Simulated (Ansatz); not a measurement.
A structure relaxed at PBE-D4/def2-SVPD in Ansatz, charge -1, singlet:

| atom | x (Å) | y (Å) | z (Å) |
| --- | --- | --- | --- |
| Cu1 | 0.8993 | -0.3175 | -1.6910 |
| B2 | -0.3566 | -0.9799 | 0.2520 |
| B3 | -0.3588 | 0.9542 | 1.2378 |
| B4 | 0.9444 | 0.3377 | 0.2233 |
| B5 | -0.6017 | 0.9244 | -0.3703 |
| B6 | 0.4430 | -0.4352 | 1.5599 |
| B7 | -0.9695 | -0.4837 | -1.2117 |

**Question.** Give its formula.

**Answer.** the cluster CuB6⁻.

**Question.** Summarise the bond lengths by kind (pairs closer than 1.2 times the sum of covalent radii, bridged metal pairs left out).

**Answer.** 9 × B–B 1.62 to 1.85 Å; 4 × B–Cu 1.94 to 2.41 Å. The metal has 4 neighbours: B 2.41 Å, B 2.02 Å, B 2.35 Å, B 1.94 Å.

The restricted singlet is unstable towards broken spin symmetry in Hartree–Fock (as tested in another run); at PBE-D4/def2-SVPD this wasn't settled. Another isomer (singlet) lies 1.38 eV lower at PBE0-D4/def2-TZVPD; other spin states weren't run for this one.
